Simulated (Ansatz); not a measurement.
System: GeAsH4, charge 0, doublet. GeAsH4 (SMILES [GeH3][AsH], doublet).
B3LYP-D3(BJ)/def2-TZVP minimum from Ansatz (a quantum-chemistry and plane-wave program):
```xyz
6

Ge    -1.1454     0.1288     0.2545
As     1.2124    -0.1660    -0.3051
H     -1.9959    -0.7276    -0.7002
H     -1.5609     1.6051     0.1053
H     -1.4216    -0.3155     1.7039
H      1.6225     0.7953     0.8142
```
Charge 0, spin multiplicity 2.

Total energies in cc-pVDZ, 13 correlated electrons, 28 frozen orbitals. UHF or UKS for unpaired electrons; spin-orbit terms are left out. Cores are frozen in correlated methods (noble-gas shells, and filled d and f shells in the p block). No relativity.

| method | program | energy (Eh) | minus CCSDT(Q) (mEh) |
|---|---|---|---|
| HF | Ansatz | -4311.82183 | 241.44 |
| MP2 | Ansatz | -4312.01313 | 50.15 |
| CCSD | Ansatz | -4312.05604 | 7.23 |
| CCSD(T) | Ansatz | -4312.06190 | 1.38 |
| CCSDT(Q) | Ansatz | -4312.06327 | 0.00 |

Rough core times of Ansatz's runs on a shared machine: CCSD(T) under 20 s, CCSDT(Q) 90 s.
